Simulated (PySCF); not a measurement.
# Levels of Cd³⁵⁺ from EOM-EA-GCCSD

Reference: closed-shell Cd³⁶⁺, [Ne] 3s2; one electron is added. Calculated with PySCF 2.14, two-component X2C-1e with screened spin-orbit coupling, an even-tempered Gaussian basis (18 s from 2.4 bohr⁻², ratio 2.6; 13 p from 3.1 bohr⁻², ratio 2.6; 6 d from 3.2 bohr⁻², ratio 2.8; 4 f from 45 bohr⁻², ratio 2.8); frozen 1s2; the 48 highest virtual spinors dropped; of the others 56 kept and the rest restored at second order. No Breit or QED terms. Binding energies in eV.

```
level  Koopmans  second order  EOM-CCSD
3p1/2    2271.5        2273.5    2273.1
3p3/2    2222.5        2224.8    2224.7
3d3/2    2093.1   near a pole    2090.3
3d5/2    2082.9   near a pole    2075.7
```

In EOM-CCSD the overlap with the one-orbital guess is low for 3d3/2 (weight 0.79), 3d5/2 (weight 0.69). That can mean mixing with two-particle, one-hole states, where second order and EOM-CCSD lose accuracy, or only a rotation among the degenerate components of the shell; the terms of those configurations are not listed.

For comparison, the ionisation energy of Cd³⁵⁺ is 2250 ± 10 eV (semi-empirical (NIST evaluation); NIST Atomic Spectra Database, ionization energies).

Only part of the computed levels is shown.
